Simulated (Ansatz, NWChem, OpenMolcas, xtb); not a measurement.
# Ligand exchange: C2H5F + GeH3(SH) → C2H6S + GeH3F

Species: C2H5F `CCF`, singlet; GeH3(SH), singlet; C2H6S `CCS`, singlet; GeH3F (fluorogermane) `[F][GeH3]`, singlet. The partners trade F for SH: C–F and Ge–SH bonds give way to C–SH and Ge–F.

Shapes, held fixed at every level: PBE0-D4/def2-TZVP. Flexible molecules stand in one conformer, not always the lowest. Programs: Ansatz 0.2.0, NWChem 7.3.0, OpenMolcas 26.06, xtb 6.7.1, xtb 6.7.1 later snapshot. A level may come from different programs for different species; with the same settings they agree closely. The zero-point and thermal change to 298 K, harmonic and unscaled (PBE0-D4/def2-TZVP), is -0.9 kJ/mol.

```tsv
level	kind	ΔH(298 K) (kJ/mol)
GFN2-xTB	semi-empirical	-32.7
HF/STO-3G	Hartree–Fock	+41.3
HF/3-21G	Hartree–Fock	-66.6
HF/def2-SVP	Hartree–Fock	-23.1
B3LYP/6-31G* (spherical functions)	global hybrid	-27.1
PBE0/def2-SVP	global hybrid	-21.0
```

PBE0/def2-SVP gives ΔH(298 K) = -21.0 kJ/mol; the levels span -66.6 to +41.3. They disagree on the sign: 1 of 6 are positive. The median of the levels is -25.1. No measured value is set beside it here. Relativity is left out for Ge. Rows in sets without polarisation functions are far from converged.
